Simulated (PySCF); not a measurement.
Compound: C₂H₅NOSi.
Atom-mapped SMILES: `[CH3:1][Si@H:2]([OH:3])[C:4]#[N:5]` (hydrogens: H6, H7, H8 on C1; H9 on Si2; H10 on O3)

Structure used (PBE0-D3(BJ)/def2-SVP), in Å, numbered top down from 1:
```
atom  x, y, z in Å
C1    -1.460   -0.453    0.029
Si2    0.211    0.233    0.432
O3     0.407    1.656   -0.394
C4     1.507   -0.985   -0.153
N5     2.312   -1.732   -0.525
H6    -2.249    0.242    0.354
H7    -1.615   -1.418    0.534
H8    -1.553   -0.606   -1.057
H9     0.464    0.392    1.891
H10    1.248    2.115   -0.313
```

The closed-shell ground state was solved at several levels (PySCF, density fitting, gas phase, non-relativistic).

```csv
level,basis functions,total energy (Eh),HOMO (eV),LUMO (eV),gap (eV),dipole (D)
CAM-B3LYP/pcSseg-2,257,-498.7671,-10.78,0.14,10.92,3.34
PBE/def2-SVPD,147,-498.1030,-7.87,-1.77,6.10,3.27
PBE/pcSseg-2,257,-498.4495,-7.87,-1.80,6.07,3.27
B97-D/pcSseg-2,257,-498.6956,-7.91,-1.67,6.24,3.28
LC-wPBE/def2-SVPD,147,-498.2761,-12.16,1.34,13.50,3.34
wB97X-D/pcSseg-2,257,-498.7707,-11.25,0.94,12.19,3.31
PBE0/def2-SVP,99,-498.1212,-9.17,-0.48,8.69,3.14
BHandHLYP/def2-SVPD,147,-498.3837,-10.67,0.06,10.73,3.36
PBE0/6-31G,59,-498.2355,-9.11,-0.52,8.59,2.99
CAM-B3LYP/def2-SVPD,147,-498.4156,-10.78,0.16,10.94,3.34
```

What might LDA/def2-SVPD (147 basis functions) give for the same quantities?

Total energy -495.6282 Eh, HOMO -7.99 eV, LUMO -2.01 eV, gap 5.98 eV, dipole 3.36 D.

Over all these levels, which gives the widest orbital gap and which the narrowest?

LC-wPBE/def2-SVPD (range-separated hybrid) has the widest, 13.50 eV, and LDA/def2-SVPD (LDA) the narrowest, 5.98 eV. The two share the basis. From the narrowest to the widest the HOMO moves by -4.17 eV and the LUMO by +3.35 eV.

How far do the dipole and the HOMO energy spread over the levels?

The dipole runs from 2.99 to 3.36 D (mean 3.27 D) and the HOMO from -12.16 to -7.87 eV.

One conformer stands for the species.

B97-D and wB97X-D is run here without its empirical dispersion term; that term would change no orbital, density or response property at a fixed geometry.
